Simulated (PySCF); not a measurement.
These are M06-2X/def2-TZVP // B3LYP-D3(BJ)/def2-SVP in PySCF values and carry that method's errors. All species are isolated molecules in the gas phase. One relaxed conformer stands for a flexible species; it need not be the lowest. Delta-SCF ions had no search for a lower state. Excitations are Tamm–Dancoff values on a coarser integration grid. The basis has no diffuse functions, so Rydberg states are missing or too high.

Reference species (SMILES): `c1(c(F)coc1)B` (neutral, multiplicity 1).

| Quantity | Value |
|---|---|
| S1–T1 gap (TDA) | 1.32 eV |
| brightest of the four lowest singlets (TDA) | 6.23 eV |
| vertical ionisation energy (Delta-SCF) | 9.37 eV |

Changed species: `Bc1occ(c1)F`.

Problem. Give the shifts of the S1–T1 gap (TDA), brightest of the four lowest singlets (TDA) and vertical ionisation energy (Delta-SCF).

Solution. the S1–T1 gap (TDA) rises by 0.61 eV, to 1.93 eV; the brightest of the four lowest singlets (TDA) falls by 1.14 eV, to 5.09 eV; the vertical ionisation energy (Delta-SCF) rises by 0.04 eV, to 9.41 eV.
